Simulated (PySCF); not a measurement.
**Relaxation of singlet [BiI2]+**

Method: PySCF, PBE0, basis Bi def2-TZVP with ECP60, I def2-TZVP with ECP28 (scalar-relativistic core potentials, no spin–orbit coupling, density fitting). A (50,194) grid was used.

A start displaced from a saddle point along its imaginary mode, of C2v symmetry, held to at least that symmetry:

Coordinates in bohr (charge 1 multiplicity 1):
```
Bi   -0.1876    0.4336    0.0000
I     0.1544   -0.3570    5.2762
I     0.1544   -0.3570   -5.2762
```

Optimiser trace:
| step | E − E(last) (kJ/mol) | largest gradient (Eh/bohr) |
| --- | --- | --- |
| 0 | 123.08 | 0.01322 |
| 1 | 88.47 | 0.01630 |
| 2 | 58.80 | 0.02106 |
| 3 | 22.44 | 0.01636 |
| 4 | 4.76 | 0.00609 |
| 5 | 1.36 | 0.00968 |
| 6 | 0.07 | 0.00162 |
| 7 | 0.00 | 0.00006 |

It ends at C2v with Bi–I 2.695 Å (×2); I–Bi–I 102.3°. The frequency run here used a shortcut that can spoil soft modes, so no verdict on minimum or saddle point is given. Other isomers or separated fragments may lie lower.

Final geometry:
Coordinates in bohr (charge 1 multiplicity 1):
```
Bi   -0.6958    1.6084    0.0000
I     0.5729   -1.3243    3.9666
I     0.5729   -1.3243   -3.9666
```

No spin–orbit coupling is included, which matters more the heavier the element.

The relaxation took of the order of 110 core-seconds on a shared host.
